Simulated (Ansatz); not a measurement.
Wavefunction ladder for BH5O3Se

Z-matrix (Å, degrees):
```
B
O 1 1.361
O 1 1.373 2 118.6
O 1 1.369 2 115.8 3 -179.8
H 2 0.959 1 111.9 3 -1.5
H 3 0.957 1 116.1 2 178.2
H 4 0.957 1 115.4 2 -179.1
H 4 2.586 1 92.8 2 -49.8
Se 8 1.465 4 133.0 1 -27.6
H 9 1.468 8 92.0 4 -130.2
```

Charge 0, multiplicity 1. Correlated methods include outer-core shells of Se, which these sets cover unevenly. Scalar relativity is left out up to krypton. The bonds changed during the relaxation, so this is another structure than the one it started from. The geometry is a stationary point of PBE0-D4/def2-TZVP. It is one conformer, not always the lowest. Frozen core, restricted reference, the Gaussian-basis code of Ansatz.

```json
{"basis": "def2-SVP", "HF (Eh)": "-2651.70277", "MP2 corr.": "-0.88892", "CCSD corr.": "-0.91918", "(T)": "-0.02005", "CCSD(T) total": "-2652.64200"}
{"basis": "def2-TZVPP", "HF (Eh)": "-2652.31105", "MP2 corr.": "-1.10508", "CCSD corr.": "-1.12774", "(T)": "-0.03890", "CCSD(T) total": "-2653.47769"}
{"basis": "def2-QZVPP", "HF (Eh)": "-2652.37086", "MP2 corr.": "-1.47512", "CCSD corr.": "–", "(T)": "–", "CCSD(T) total": "–"}
```
